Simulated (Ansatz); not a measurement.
System: CH3Si, charge 1, singlet. A triplet may lie lower; no result for it is given here. CH3Si+ (parent SMILES C=[SiH], singlet).
B3LYP-D3(BJ)/def2-TZVP minimum from Ansatz (a quantum-chemistry and plane-wave program):
```
C
H 1 1.0925
H 1 1.0925 2 112.93
Si 1 1.7324 2 120.40 3 152.26
H 4 1.4832 1 123.13 2 104.90
```
Charge +1, spin multiplicity 1.

Total energies in cc-pV(T+d)Z, 10 correlated electrons, 6 frozen orbitals. UHF or UKS for unpaired electrons; spin-orbit terms are left out. Correlated methods leave the cores frozen. No relativity. The T1 diagnostic of CH3Si+ (parent SMILES C=[SiH], singlet) reaches 0.035 in the sets run. The restricted determinant of CH3Si+ (parent SMILES C=[SiH], singlet) is unstable towards broken spin symmetry in at least one set run. The spin of CH3Si+ (parent SMILES C=[SiH], singlet) was assumed, and the state is the lowest solution found for it.

```csv
method,program,energy (Eh),minus CCSDT(Q) (mEh)
HF,Ansatz,-328.17886,303.28
MP2,Ansatz,-328.43102,51.11
CCSD,Ansatz,-328.46472,17.42
CCSD(T),Ansatz,-328.47984,2.30
CCSDT(Q),Ansatz,-328.48214,0.00
```

Rough core times of Ansatz's runs on a shared machine: CCSD(T) under 20 s, CCSDT(Q) 5 min.
